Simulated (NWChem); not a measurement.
System: C₂H₇NOSi; SMILES C=C[SiH](N)O

NWChem input:

```
start job
memory heap 200 mb stack 900 mb global 1100 mb
geometry units angstroms noautosym nocenter noautoz
  Si    -0.097340    -0.548816     0.413028
  N      1.578174    -0.532719    -0.077197
  O     -0.945909    -1.591282    -0.602828
  C     -0.667077     1.239136     0.319953
  C     -0.046127     2.178851    -0.423086
  H     -0.419565    -1.112536     1.768193
  H      2.188442     0.186082     0.321552
  H      2.077327    -1.425338    -0.125269
  H     -0.877183    -1.339944    -1.541578
  H     -1.573314     1.534273     0.882607
  H      0.856305     1.936851    -1.012248
  H     -0.404185     3.221992    -0.482014
end
basis spherical
  * library def2-svp
end
dft
  xc xpbe96 cpbe96
  iterations 150
end
cosmo
  do_cosmo_smd true
  solvent propnol2
end
task dft energy
```

Output (shortened):

```
             Northwest Computational Chemistry Package (NWChem) 7.3.0
             --------------------------------------------------------

                             Geometry "geometry" -> ""
                             -------------------------

 Output coordinates in angstroms (scale by  1.889725989 to convert to a.u.)

  No.       Tag          Charge          X              Y              Z
 ---- ---------------- ---------- -------------- -------------- --------------
    1 Si                  14.0000    -0.09734000    -0.54881600     0.41302800
    2 N                    7.0000     1.57817400    -0.53271900    -0.07719700
    3 O                    8.0000    -0.94590900    -1.59128200    -0.60282800
    4 C                    6.0000    -0.66707700     1.23913600     0.31995300
    5 C                    6.0000    -0.04612700     2.17885100    -0.42308600
    6 H                    1.0000    -0.41956500    -1.11253600     1.76819300
    7 H                    1.0000     2.18844200     0.18608200     0.32155200
    8 H                    1.0000     2.07732700    -1.42533800    -0.12526900
    9 H                    1.0000    -0.87718300    -1.33994400    -1.54157800
   10 H                    1.0000    -1.57331400     1.53427300     0.88260700
   11 H                    1.0000     0.85630500     1.93685100    -1.01224800
   12 H                    1.0000    -0.40418500     3.22199200    -0.48201400

 Effective nuclear repulsion energy (a.u.)     228.8024673605

  pbe96 is a nonlocal functional; adding pw91lda local functional.

                                 NWChem DFT Module
                                 -----------------

 Summary of "ao basis" -> "ao basis" (spherical)
 ------------------------------------------------------------------------------
       Tag                 Description            Shells   Functions and Types
 ---------------- ------------------------------  ------  ---------------------
 Si                         def2-svp                 8       18   4s3p1d
 N                          def2-svp                 6       14   3s2p1d
 O                          def2-svp                 6       14   3s2p1d
 C                          def2-svp                 6       14   3s2p1d
 H                          def2-svp                 3        5   2s1p

 in cosmo_initialize ...
 calling solv_data for solv:propnol2

 solvent parameters
 solvname_short: propnol2
 solvname_long:  2-propanol
 dielec:       19.2640
 dielecinf:     1.8978
 nonaqueous SMD model solvent descriptors
 dielec:       19.2640
 sola:          0.3300
 solb:          0.5600
 solc:          0.0000
 solg:         30.1300
 solh:          0.0000
 soln:          1.3776

          ---------------
          -cosmo- solvent
          ---------------
 Cosmo: York-Karplus, doi: 10.1021/jp992097l
 dielectric constant -eps-     =  19.26
 screen = (eps-1)/(eps    )    =   0.94809
 surface charge correction     = lagrangian

   van der Waals surface
 --------------------------

 ---------- ATOMIC COORDINATES (A.U.) ------------ VDWR(ANG.) --
     1   -0.18394593   -1.03711186    0.78050975     2.470
     2    2.98231642   -1.00669294   -0.14588118     1.890
     3   -1.78750882   -3.00708695   -1.13917974     1.700
     4   -1.26059274    2.34162750    0.60462350     1.850
     5   -0.08716739    4.11743136   -0.79951661     1.850
     6   -0.79286288   -2.10238819    3.34140026     1.200
     7    4.13555572    0.35164399    0.60764517     1.200
     8    3.92557882   -2.69349826   -0.23672408     1.200
     9   -1.65763551   -2.53212700   -2.91316001     1.200
    10   -2.97313235    2.89935556    1.66788539     1.200
    11    1.61818181    3.66011767   -1.91287135     1.200
    12   -0.76379890    6.08868202   -0.91087438     1.200
 number of segments per atom =        128
 number of   points per atom =        128
 atom (   nspa,  nppa )
 ----------------------
    1 (     67,     0 )       0
    2 (     58,     0 )       0
    3 (     52,     0 )       0
    4 (     37,     0 )       0
    5 (     61,     0 )       0
    6 (     34,     0 )       0
    7 (     47,     0 )       0
    8 (     45,     0 )       0
    9 (     49,     0 )       0
   10 (     54,     0 )       0
   11 (     50,     0 )       0
   12 (     53,     0 )       0
 number of -cosmo- surface points =      607
 molecular surface =    129.173 angstrom**2
 molecular volume  =    113.815 angstrom**3
 -lineq- algorithm             =   0
 -bem- low  level              =   3
 -bem- from -octahedral-
 gaussian surface charge width =   4.50000
 degree of switching           =   1.00000
 switching function tolerance  =   0.00010
 atomic radii =
 --------------
    1 14.000  2.470
    2  7.000  1.890
    3  8.000  1.700
    4  6.000  1.850
    5  6.000  1.850
    6  1.000  1.200
    7  1.000  1.200
    8  1.000  1.200
    9  1.000  1.200
   10  1.000  1.200
   11  1.000  1.200
   12  1.000  1.200
 ...... end of -cosmo- initialization ......

 nat:                    12
 ixmem:                  7844
 calling mnsol_interface()
 G(SMD-CDS) energy (kcal/mol)  =     1.636
 SMD-CDS SASA (angstrom**2)    =   156.873

            General Information
            -------------------
          SCF calculation type: DFT
          Wavefunction type:  closed shell.
          No. of atoms     :    12
          No. of electrons :    48
           Alpha electrons :    24
            Beta electrons :    24
          Charge           :     0
          Spin multiplicity:     1
          Use of symmetry is: off; symmetry adaption is: off
          Maximum number of iterations: 150
          AO basis - number of functions:   109
                     number of shells:    53
          Convergence on energy requested:  1.00D-06
          Convergence on density requested:  1.00D-05
          Convergence on gradient requested:  5.00D-04

              XC Information
              --------------
          PerdewBurkeErnzerhof Exchange Functional  1.000
            Perdew 1991 LDA Correlation Functional  1.000 local
           PerdewBurkeErnz. Correlation Functional  1.000 non-local

             Grid Information
             ----------------
          Grid used for XC integration:  medium
          Radial quadrature: Mura-Knowles
          Angular quadrature: Lebedev.
          Tag              B.-S. Rad. Rad. Pts. Rad. Cut. Ang. Pts.
          ---              ---------- --------- --------- ---------
          Si                  1.10       88          11.0       590
          N                   0.65       49          11.0       434
          O                   0.60       49          12.0       434
          C                   0.70       49          11.0       434
          H                   0.35       45          13.0       434
          Grid pruning is: on
          Number of quadrature shells:   599
          Spatial weights used:  Erf1

      Superposition of Atomic Density Guess
      -------------------------------------

 Sum of atomic energies:        -496.41845391

      Non-variational initial energy
      ------------------------------

 Total energy =    -498.759937
 1-e energy   =   -1135.861524
 2-e energy   =     408.299119
 HOMO         =      -0.337884
 LUMO         =      -0.028255

   convergence    iter        energy       DeltaE   RMS-Dens  Diis-err
 ---------------- ----- ----------------- --------- --------- ---------
     COSMO gas phase
 d= 0,ls=0.0,diis     1   -499.1933451093 -7.28D+02  1.59D-02  8.03D-01
 d= 0,ls=0.0,diis     2   -499.0599902578  1.33D-01  1.09D-02  2.10D+00
 d= 0,ls=0.0,diis     3   -499.2708198198 -2.11D-01  2.37D-03  1.01D-01
 d= 0,ls=0.0,diis     4   -499.2781832798 -7.36D-03  1.18D-03  2.57D-02
 d= 0,ls=0.0,diis     5   -499.2809059775 -2.72D-03  3.81D-04  2.34D-03
  Resetting Diis
 d= 0,ls=0.0,diis     6   -499.2811277283 -2.22D-04  1.65D-04  5.92D-04
 d= 0,ls=0.0,diis     7   -499.2812058587 -7.81D-05  1.17D-04  3.30D-05
 d= 0,ls=0.0,diis     8   -499.2811839998  2.19D-05  8.37D-05  1.92D-04
 d= 0,ls=0.0,diis     9   -499.2812098806 -2.59D-05  1.24D-05  3.05D-06
 d= 0,ls=0.0,diis    10   -499.2812102662 -3.86D-07  3.12D-06  1.91D-07

   convergence    iter        energy       DeltaE   RMS-Dens  Diis-err
 ---------------- ----- ----------------- --------- --------- ---------
     COSMO solvation phase
 d= 0,ls=0.0,diis     1   -499.2894919745 -8.28D-03  1.47D-03  4.20D-03
 d= 0,ls=0.0,diis     2   -499.2903344409 -8.42D-04  5.28D-04  3.18D-03
 d= 0,ls=0.0,diis     3   -499.2905576590 -2.23D-04  2.17D-04  1.29D-03
 d= 0,ls=0.0,diis     4   -499.2906743449 -1.17D-04  6.89D-05  8.37D-05
 d= 0,ls=0.0,diis     5   -499.2906828677 -8.52D-06  2.78D-05  1.57D-05
 d= 0,ls=0.0,diis     6   -499.2906847437 -1.88D-06  1.03D-05  1.75D-06
 d= 0,ls=0.0,diis     7   -499.2906849631 -2.19D-07  2.78D-06  1.34D-07

         Total DFT energy =     -499.290684963140
      One electron energy =    -1141.419292653630
           Coulomb energy =      462.569266595520
    Exchange-Corr. energy =      -49.444864186439
 Nuclear repulsion energy =      228.802467360509

             COSMO energy =        0.201737920899

 Numeric. integr. density =       48.000013800120

                                COSMO-SMD solvation results
                                ---------------------------

             internal energy in gas <Psi(g)|H|Psi(g)> =      -499.281210266189
         internal energy in solvent <Psi(s)|H|Psi(s)> =      -499.279822851122
                               delta internal energy  =         0.001387415068 (    0.87 kcal/mol)
   total free energy in solvent <Psi(s)|H+V/2|Psi(s)> =      -499.293292457660
 polarization energy contribution <Psi(s)|V/2|Psi(s)> =        -0.013469606538 (   -8.45 kcal/mol)
    total free energy in solvent including G(SMD-CDS) =      -499.290684963140
                       G(SMD-CDS) energy contribution =         0.002607494520 (    1.64 kcal/mol)
     1 M fixed-concentration free energy of solvation =        -0.009474696951 (   -5.95 kcal/mol)

                       DFT Final Molecular Orbital Analysis
                       ------------------------------------

 Vector   22  Occ=2.000000D+00  E=-2.535969D-01
              MO Center= -3.8D-01,  6.9D-01,  8.6D-02, r^2= 3.7D+00
   Bfn.  Coefficient  Atom+Function         Bfn.  Coefficient  Atom+Function
  ----- ------------  ---------------      ----- ------------  ---------------
    50      0.249742   4 C  px               36      0.203188   3 O  px
    52      0.187566   4 C  pz               66      0.184657   5 C  pz
    51     -0.180353   4 C  py               65      0.176624   5 C  py
    37     -0.167711   3 O  py               39      0.151968   3 O  px
    53      0.148759   4 C  px                9      0.147822   1 Si py

 Vector   23  Occ=2.000000D+00  E=-2.459419D-01
              MO Center= -5.0D-01,  5.6D-01, -2.3D-01, r^2= 3.8D+00
   Bfn.  Coefficient  Atom+Function         Bfn.  Coefficient  Atom+Function
  ----- ------------  ---------------      ----- ------------  ---------------
    37      0.309330   3 O  py               66      0.243004   5 C  pz
    52      0.240389   4 C  pz               40      0.231447   3 O  py
    51      0.212185   4 C  py               64      0.206989   5 C  px
    36     -0.197040   3 O  px               69      0.156711   5 C  pz
    39     -0.151152   3 O  px               54      0.150414   4 C  py

 Vector   24  Occ=2.000000D+00  E=-2.135489D-01
              MO Center=  1.3D+00, -5.2D-01,  1.1D-02, r^2= 1.9D+00
   Bfn.  Coefficient  Atom+Function         Bfn.  Coefficient  Atom+Function
  ----- ------------  ---------------      ----- ------------  ---------------
    24      0.510924   2 N  pz               27     -0.420007   2 N  pz
    76      0.221739   6 H  s                49     -0.186175   4 C  s
    75      0.160617   6 H  s                21      0.149724   2 N  s
    23     -0.145370   2 N  py               13     -0.117767   1 Si pz
    26      0.117939   2 N  py               20      0.095402   2 N  s

 Vector   25  Occ=0.000000D+00  E=-5.385542D-02
              MO Center= -2.9D-01,  1.4D+00, -1.9D-02, r^2= 2.9D+00
   Bfn.  Coefficient  Atom+Function         Bfn.  Coefficient  Atom+Function
  ----- ------------  ---------------      ----- ------------  ---------------
    69      0.438832   5 C  pz               55     -0.378797   4 C  pz
    66      0.344541   5 C  pz               67      0.311458   5 C  px
    52     -0.282066   4 C  pz               64      0.249518   5 C  px
    53     -0.242685   4 C  px               12     -0.233114   1 Si py
    50     -0.201930   4 C  px               35     -0.185769   3 O  s

 Vector   26  Occ=0.000000D+00  E= 3.088468D-02
              MO Center=  9.3D-01, -5.2D-01, -2.1D-01, r^2= 6.0D+00
   Bfn.  Coefficient  Atom+Function         Bfn.  Coefficient  Atom+Function
  ----- ------------  ---------------      ----- ------------  ---------------
    21      1.086561   2 N  s                63      0.628826   5 C  s
    81     -0.551161   7 H  s                86     -0.552448   8 H  s
     4     -0.492874   1 Si s                91     -0.444384   9 H  s
   101     -0.443976  11 H  s                35      0.392688   3 O  s
    11     -0.355060   1 Si px              106     -0.305460  12 H  s

 Vector   27  Occ=0.000000D+00  E= 5.235689D-02
              MO Center= -4.5D-01, -5.1D-01, -3.8D-01, r^2= 5.7D+00
   Bfn.  Coefficient  Atom+Function         Bfn.  Coefficient  Atom+Function
  ----- ------------  ---------------      ----- ------------  ---------------
    35      0.784235   3 O  s                91     -0.755277   9 H  s
    11      0.669440   1 Si px               63     -0.578211   5 C  s
    21     -0.559972   2 N  s                12      0.453566   1 Si py
    76      0.360595   6 H  s               106      0.357511  12 H  s
    55     -0.333499   4 C  pz               86      0.249530   8 H  s

     Multipole analysis of the density
     ---------------------------------

     L   x y z        total         alpha         beta         nuclear
     -   - - -        -----         -----         ----         -------
     0   0 0 0     -0.000000    -24.000000    -24.000000     48.000000

     1   1 0 0      0.803891      0.698832      0.698832     -0.593773
     1   0 1 0      0.526513      0.861743      0.861743     -1.196973
     1   0 0 1     -0.359865      0.186831      0.186831     -0.733527

     2   2 0 0    -25.882430    -85.844032    -85.844032    145.805634
     2   1 1 0     -2.781996      1.514523      1.514523     -5.811042
     2   1 0 1      1.149690     -1.167561     -1.167561      3.484812
     2   0 2 0    -28.462733   -167.329781   -167.329781    306.196829
     2   0 1 1      1.068744      0.867060      0.867060     -0.665375
     2   0 0 2    -27.516187    -39.975927    -39.975927     52.435666
```

Level: PBE/def2-SVP, SMD on the gas-phase geometry. All runs use the structure optimised with PBE-D3(BJ)/def2-SVP. No frequency run checked for a minimum. Solvent: 2-propanol.
